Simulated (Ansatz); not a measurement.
Born–Oppenheimer molecular dynamics of AsH₂ (3 atoms, charge 0, multiplicity 2). It starts from a relaxed structure.

These are results of Ansatz 0.2.0, UKS PBE0/def2-TZVP, not measurements.

```yaml
ensemble: NVE (velocity Verlet)
time_step: 0.5 fs
steps_asked: 100
starting_velocities_drawn_for: 400 K
seed: 815001
```

First frame:

```xyz
3
Properties=species:S:1:pos:R:3
As -0.570 0.312 -0.287
H 0.681 0.767 0.459
H -0.123 -1.144 -0.186
```

(1) What does the run give?

(2) What happens to the structure?

(3) How do temperature and energy run in time?

## Answers

(1) All steps were run.

```yaml
steps_done: 100
time_covered: 50 fs
mean_temperature_over_the_second_half: 193 K
spread_of_the_potential_energy_over_the_second_half: 4.4 meV per atom
mean_potential_energy_of_the_second_half_above_the_start: 9.0 meV per atom
```

The conserved energy stayed within 0.11 meV per atom of its start (net change 0.082 meV per atom), so the integration is sound. A run of 0.05 ps of so small a system gives no equilibrium averages.

(2) The same pairs are bonded in the first frame and the last. Pairs count as bonded within 1.25 times the sum of covalent radii (0.12 Å more for H–H). The details hang on the random start.

(3) 
```json
{"time (fs)": "0.0", "T (K)": "400", "potential energy less start (eV)": "0.000", "conserved less start (meV/atom)": "0.00"}
{"time (fs)": "4.0", "T (K)": "116", "potential energy less start (eV)": "0.037", "conserved less start (meV/atom)": "0.09"}
{"time (fs)": "8.0", "T (K)": "181", "potential energy less start (eV)": "0.028", "conserved less start (meV/atom)": "0.02"}
{"time (fs)": "12.0", "T (K)": "98", "potential energy less start (eV)": "0.039", "conserved less start (meV/atom)": "0.10"}
{"time (fs)": "16.0", "T (K)": "379", "potential energy less start (eV)": "0.003", "conserved less start (meV/atom)": "0.01"}
{"time (fs)": "20.0", "T (K)": "153", "potential energy less start (eV)": "0.032", "conserved less start (meV/atom)": "0.08"}
{"time (fs)": "24.0", "T (K)": "175", "potential energy less start (eV)": "0.029", "conserved less start (meV/atom)": "0.02"}
{"time (fs)": "28.0", "T (K)": "106", "potential energy less start (eV)": "0.038", "conserved less start (meV/atom)": "0.08"}
{"time (fs)": "32.0", "T (K)": "319", "potential energy less start (eV)": "0.011", "conserved less start (meV/atom)": "0.03"}
{"time (fs)": "36.0", "T (K)": "223", "potential energy less start (eV)": "0.023", "conserved less start (meV/atom)": "0.06"}
{"time (fs)": "40.0", "T (K)": "142", "potential energy less start (eV)": "0.033", "conserved less start (meV/atom)": "0.04"}
{"time (fs)": "44.0", "T (K)": "143", "potential energy less start (eV)": "0.033", "conserved less start (meV/atom)": "0.05"}
{"time (fs)": "48.0", "T (K)": "245", "potential energy less start (eV)": "0.020", "conserved less start (meV/atom)": "0.06"}
```

The run took 110 s on 1 thread of Intel(R) Xeon(R) Platinum 8375C CPU @ 2.90GHz (Ice Lake) (shared host), peak memory 0.13 GiB.
